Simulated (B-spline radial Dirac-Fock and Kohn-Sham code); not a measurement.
W 4d3/2: cross section and angular parameters

System: atomic tungsten, configuration [Xe] 4f14 5d4 6s2; threshold 255.9 eV (tabulated edge). These are calculated numbers from a radial atomic solver; the model is Dirac-Hartree-Slater photoionisation with a Latter tail; cross sections with all multipoles, angular parameters from the dipole term and its interference with E2.

For linearly polarised light dσ/dΩ = σ/(4π) [1 + β P₂(cos θ) + (δ + γ cos²θ) sin θ cos φ], with θ from the polarisation vector and φ the angle between the beam and the projection of the electron momentum on the plane normal to the polarisation.

```
hν (eV)  σ (kb)       β       γ      δ
    266     171  -0.465   0.019  0.006
    300     128   0.265   0.115  0.000
    328     119  -0.463  -0.040  0.049
    344     127  -0.813  -0.160  0.091
    484     230  -0.300  -0.030  0.142
    753     225   0.632   0.160  0.032
    919     186   0.873   0.090  0.011
    935     182   0.890   0.083  0.010
   1000     168   0.954   0.055  0.006
   1180     133   1.085  -0.004  0.004
 1253.6       ?       ?       ?      ?
   1460    93.6   1.210  -0.045  0.008
 1486.9    90.6   1.219  -0.046  0.008
   2540    29.8   1.369   0.100  0.033
   3080    18.7   1.381   0.232  0.044
   3750    11.3   1.376   0.402  0.057
   3820    10.8   1.374   0.419  0.058
   4060    9.17   1.369   0.479  0.062
   6120    2.88   1.297   0.932  0.099
   8400    1.10   1.208   1.317  0.140
  13000   0.266   1.053   1.860  0.225
  15000   0.163   0.996   2.031  0.261
```

Question: Give the values at Mg Kα (1253.6 eV).

Answer: σ = 121 kb, β = 1.125, γ = -0.020, δ = 0.004.
